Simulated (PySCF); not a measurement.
Match the calculated data to a structure.

All candidates are C12H27P.

| technique | computed result |
| --- | --- |
| Rotational structure | rotational constants A, B, C: 0.614, 0.295, 0.207 GHz [PBE0-D3(BJ)/def2-SVP] |
| UV, first state | lowest singlet excitation: 6.37 eV (195 nm, f = 0.099) [TDDFT CAM-B3LYP/def2-SVPD] |
| Triplet | lowest triplet excitation (Tamm–Dancoff): 5.34 eV [TDA CAM-B3LYP/def2-SVPD] |
| UV, strongest line | among the 10 lowest singlet transitions: S2 at 6.52 eV (190 nm, f = 0.155) [TDDFT CAM-B3LYP/def2-SVPD] |
| 13C NMR | chemical shifts (computed TMS as zero) by class: 36.3 (3 C), 33.3 (3 C), 29.4 (3 C), 16.6 (3 C) ppm [GIAO PBE0/pcSseg-1] |
| NMR, other nuclei | isotropic shieldings of nuclei other than C and H, by class: 361 (1 P) ppm [GIAO PBE0/pcSseg-1] |
| Dipole | 1.27 D [CAM-B3LYP/def2-SVPD] |
| Polarisability | 177.7 au [CAM-B3LYP/def2-SVPD] |
| 1H NMR | chemical shifts (computed TMS as zero) by class: 1.21 (6 H), 1.17 (6 H), 1.15 (6 H), 1.00 (9 H) ppm [GIAO PBE0/pcSseg-1] |

Gas-phase values; electronic properties from PySCF, density fitting. Levels stand in brackets. Isolated species at its PBE0-D3(BJ)/def2-SVP geometry (one conformer only). Each NMR value is the plain mean over a class of atoms that symmetry, rotation or inversion makes alike.

Question: Which candidate is it?
A. `CCCCP(CCCC)CCCC`
B. `CC(C)CP(CC(C)C)CC(C)C`
C. `CCCCP(CC(C)C)C(C)(C)C`

Answer: A. It is `CCCCP(CCCC)CCCC`. Numbering: `[CH3:1][CH2:2][CH2:3][CH2:4][P:5]([CH2:6][CH2:7][CH2:8][CH3:9])[CH2:10][CH2:11][CH2:12][CH3:13]`. 12 carbons fall into 4 classes; from least to most shielded: sp3 carbon bound to phosphorus [C4/C6/C10] (36.3 ppm, 3 C), chain CH2 carbon [C3/C7/C11] (33.3 ppm, 3 C, up to 3.8 ppm apart in this geometry), chain CH2 carbon [C2/C8/C12] (29.4 ppm, 3 C), methyl carbon [C1/C9/C13] (16.6 ppm, 3 C). Hydrogen classes from least to most shielded: 6 H on 3 chain CH2 carbons, C2/C8/C12 (1.21 ppm), 6 H on 3 chain CH2 carbons, C3/C7/C11 (1.17 ppm), 6 H on 3 like atoms (sp3 carbon bound to phosphorus), C4/C6/C10 (1.15 ppm, a mean of values up to 0.6 ppm apart in this geometry), 9 H on 3 methyl carbons, C1/C9/C13 (1.00 ppm). The other shieldings belong to: 361 ppm, phosphine phosphorus [P5]. The optimised geometry has point group C1 and is an asymmetric top.

The others, at the same levels:
- `CC(C)CP(CC(C)C)CC(C)C` fails: it has 3 carbon classes against 4; its computed 13C shifts are 42.5 (3 C), 26.8 (3 C), 25.8 (6 C) ppm, 1H shifts are 1.30 (3 H), 1.03 (18 H), 0.96 (6 H) ppm and strongest line among the 10 lowest singlet transitions is S1/S2 at 6.31 eV (196 nm, f = 0.263 summed over these states) (against S2 at 6.52 eV).
- `CCCCP(CC(C)C)C(C)(C)C` fails: its computed static isotropic polarisability is 174.7 au (against 177.7 au), rotational constant A is 0.660 GHz (against 0.614 GHz) and smallest rotational constant is 0.299 GHz (against 0.207 GHz).
